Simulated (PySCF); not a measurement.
C7H10ClFO.
Numbering: `[CH3:1][C@@:2]1([C:3](=[O:4])[Cl:5])[CH2:6][CH2:7][CH2:8][C@@H:9]1[F:10]`

Probes without a nucleus sit at each ring's centroid and 1 Å off its mean plane on both sides; NICS is minus the shielding there, NICSzz its component along the normal. Level: GIAO PBE0/pcSseg-1 (PySCF, non-relativistic, gas phase) on the GFN2-xTB geometry, one conformer.

Ring bond lengths (Å), with Mayer bond orders in brackets: C2–C6 1.535 (0.97), C6–C7 1.529 (1.04), C7–C8 1.539 (1.02), C8–C9 1.532 (1.02), C9–C2 1.543 (0.93).

What do the NICS probes read (ppm)?

| ring | type | NICS(0) | NICS(1), two faces | NICS(1)zz, two faces | rms pucker (Å) | centre to ring atoms, mean (Å) |
| --- | --- | --- | --- | --- | --- | --- |
| C2–C6–C7–C8–C9 | 5-membered carbocycle; formal bonds all single | -5.4 | -2.8 / -5.0 | -1.4 / -6.7 | 0.17 | 1.29 |

What can be read from them?

- C2–C6–C7–C8–C9: mean NICS(1)zz -4.0 ppm, shielded. C2, C6, C7, C8, C9 have four or more neighbours, so the value isn't read as a sign of a π ring current. The two faces differ by 5.3 ppm, so no symmetry operation interchanges them.

What field does 9.4 T along the ring normal induce along that normal at the first NICS(1) probe listed for ring C2–C6–C7–C8–C9, 1 Å off the ring?

NICSzz × B0 = -1.4 ppm × 9.4 T = -13 μT, against the applied field.

How shielded are the nuclei of the rings and their hydrogens (means over atoms taken as equivalent)?

```tsv
atoms	environment	σ isotropic (ppm)
C2	sp3 carbon next to a carbonyl	119.7
C6	ring CH2 carbon	151.5
C7	ring CH2 carbon	162.2
C8	ring CH2 carbon	152.7
C9	sp3 C–F carbon	82.1
H on C6	methylene hydrogen	29.17
H on C6	methylene hydrogen	30.22
H on C7	methylene hydrogen	29.66
H on C7	methylene hydrogen	30.03
H on C8	methylene hydrogen	29.53
H on C8	methylene hydrogen	29.55
H on C9	methine hydrogen	26.67
```
